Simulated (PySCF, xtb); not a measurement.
Ta(F)5 anion (F₅Ta), SMILES [F][Ta]([F])([F])([F])[F] (connectivity only; charge and spin as stated), charge -1, multiplicity 2.

Harmonic wavenumbers (cm⁻¹) from xtb with GFN2-xTB at its own minimum, in rising order: 34, 70, 134, 179, 194, 229, 230, 258, 279, 339, 387, 391.

Problem. What does PBE-D3(BJ)/def2-SVPD (PySCF 2.14.0) give at its own minimum? (The exact figures need the calculation; the answer reports its results.)

Solution. 10, 127, 140, 185, 207, 242, 281, 516, 517, 556, 566, 596. Paired by order, the mean absolute difference is 106 cm⁻¹ and the zero-point energies are 3.9 and 5.6 kcal/mol.
